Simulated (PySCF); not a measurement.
## Working out the ionisation energy of Ge

Ge [Ar] 3d10 4s2 4p2 (3P) → Ge⁺ [Ar] 3d10 4s2 4p1 (2P). All numbers are calculated (PySCF 2.14, the non-relativistic Hamiltonian (point nucleus), in def2-SVP (5s4p3d, 32 functions)). Frozen: [Ar] 3d10. Energies in hartree (1 hartree = 27.21139 eV):

| part | Ge (lower) | Ge⁺ (upper) |
| --- | --- | --- |
| UHF | -2075.058050 | -2074.784345 |
| CCSD correlation | -0.056917 | -0.047602 |
| (T) | -0.000840 | -0.000512 |

**Question.** What does Hartree-Fock give?

**Answer.** (-2074.784345) − (-2075.058050) = 0.273705 hartree = 7.448 eV.

**Question.** What do CCSD and CCSD(T) give?

**Answer.** The CCSD correlation energies differ by 0.009315 hartree = 0.253 eV and the triples by 0.000328 hartree = 0.009 eV, so CCSD gives 7.701 eV and CCSD(T) 7.710 eV.

Measured between the centres of the two terms (NIST): 7.925 eV, so CCSD(T) (valence) is off by -0.215 eV.

The calculation is non-relativistic.

A double-zeta basis recovers only part of the correlation energy.

What remains against the reference includes basis incompleteness, the frozen core and higher excitations.
